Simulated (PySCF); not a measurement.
Job file and geometry (Å, from GFN2-xTB) of an NMR shielding run on SMILES C=C/C(C)=C\B[SiH2]BC, C6H14B2Si, GIAO PBE0/pcSseg-1 NMR shielding, non-relativistic, gas phase (PySCF 2.14.0, density-fitted response routines); density fitting, a coarse starting grid and PySCF grid level 2 are the driver's defaults:

```
$ OMP_NUM_THREADS=1 python probes_run.py task.json out

{"job": {"kind": "nmr", "xc": "PBE0", "basis": "pcSseg-1"}, "charge": 0, "multiplicity": 1}
C     -3.781451     0.942241    -1.070166
C     -2.461451     0.838348    -0.932074
C     -1.768946     0.158415     0.145246
C     -2.598548    -0.382145     1.272743
C     -0.425234    -0.022010     0.112204
B      0.577036     0.392132    -0.965144
Si     2.154634    -0.740555    -1.282550
B      3.521437     0.029240    -0.105019
C      3.611996    -0.349348     1.418430
H     -4.479164     0.491722    -0.385113
H     -4.215708     1.478826    -1.896710
H     -1.818633     1.290231    -1.674737
H     -3.261104    -1.169350     0.912606
H     -3.215215     0.407091     1.700984
H     -1.967497    -0.796293     2.055488
H     -0.028112    -0.601322     0.944295
H      0.467042     1.417132    -1.529403
H      1.903342    -2.171276    -0.983811
H      2.561029    -0.794998    -2.705730
H      4.249784     0.872163    -0.481117
H      4.631564    -0.628021     1.687227
H      2.956776    -1.157555     1.737522
H      3.381670     0.522317     2.034908
```

Question: Write the output of this run.

Answer: 
```
coarse grid: 18992 points
cycle   1  E = -575.5220191529  dE =  7.107e-01  |g| = 4.722e-01  |ddm| = 4.252e+00
cycle   2  E = -575.5168311723  dE =  5.188e-03  |g| = 5.028e-01  |ddm| = 9.064e-01
cycle   3  E = -575.5832327429  dE = -6.640e-02  |g| = 9.614e-02  |ddm| = 5.445e-01
cycle   4  E = -575.5853631664  dE = -2.130e-03  |g| = 4.256e-02  |ddm| = 1.348e-01
cycle   5  E = -575.5858670920  dE = -5.039e-04  |g| = 7.960e-03  |ddm| = 5.072e-02
cycle   6  E = -575.5858879591  dE = -2.087e-05  |g| = 2.050e-03  |ddm| = 1.354e-02
cycle   7  E = -575.5858890368  dE = -1.078e-06  |g| = 5.027e-04  |ddm| = 2.654e-03
final grid: 176800 points
cycle   8  E = -575.6364765334  dE = -5.472e-05  |g| = 8.999e-03  |ddm| = 4.246e-02
cycle   9  E = -575.6364721472  dE =  4.386e-06  |g| = 9.880e-03  |ddm| = 1.871e-02
cycle  10  E = -575.6364985688  dE = -2.642e-05  |g| = 1.368e-03  |ddm| = 1.047e-02
cycle  11  E = -575.6364990505  dE = -4.817e-07  |g| = 3.399e-04  |ddm| = 1.513e-03
cycle  12  E = -575.6364990779  dE = -2.742e-08  |g| = 9.484e-05  |ddm| = 3.688e-04
cycle  13  E = -575.6364990802  dE = -2.294e-09  |g| = 2.608e-05  |ddm| = 1.183e-04
cycle  14  E = -575.6364990804  dE = -1.569e-10  |g| = 1.027e-05  |ddm| = 3.538e-05
converged SCF energy = -575.6364990804

GIAO shielding tensors (ppm)
atom      isotropic    diamagn.    paramagn.     s11        s22        s33       span
  0 C       61.104     252.089    -190.986    -45.337     58.662    169.986    215.323
  1 C       41.524     254.644    -213.121    -72.817     41.154    156.234    229.051
  2 C       29.086     260.492    -231.406    -61.589     -9.900    158.745    220.335
  3 C      161.634     248.894     -87.260    145.649    155.365    183.889     38.240
  4 C       31.218     262.075    -230.857    -79.399     37.723    135.329    214.728
  5 B        9.849     198.016    -188.167    -90.896    -17.346    137.788    228.684
  6 Si     427.240     882.524    -455.284    398.100    427.075    456.546     58.445
  7 B      -14.684     196.538    -211.222   -133.295    -47.899    137.144    270.439
  8 C      162.581     252.393     -89.812    128.792    169.513    189.438     60.646
  9 H       26.012      30.832      -4.820     23.059     24.869     30.108      7.049
 10 H       25.986      27.741      -1.755     24.057     25.031     28.871      4.813
 11 H       24.402      34.600     -10.198     21.686     22.771     28.748      7.062
 12 H       29.235      30.121      -0.886     25.655     27.878     34.172      8.516
 13 H       29.511      30.129      -0.618     25.509     28.447     34.577      9.068
 14 H       29.758      31.841      -2.083     25.807     29.187     34.279      8.472
 15 H       24.101      37.352     -13.252     18.614     23.251     30.438     11.825
 16 H       22.150      33.268     -11.118     12.424     25.359     28.667     16.243
 17 H       27.814      30.380      -2.566     25.028     27.250     31.163      6.135
 18 H       27.588      30.025      -2.437     24.493     25.907     32.363      7.871
 19 H       21.331      30.228      -8.897     10.578     26.260     27.154     16.576
 20 H       30.061      25.956       4.104     25.914     28.355     35.913      9.998
 21 H       29.348      33.583      -4.234     26.474     29.113     32.458      5.984
 22 H       30.556      30.929      -0.373     26.468     29.469     35.733      9.265
```

Size and cost of the density-fitted run: 230 basis functions, 2.6 min wall time on 1 thread of an Intel Xeon, shared host; peak memory 1.1 GiB.
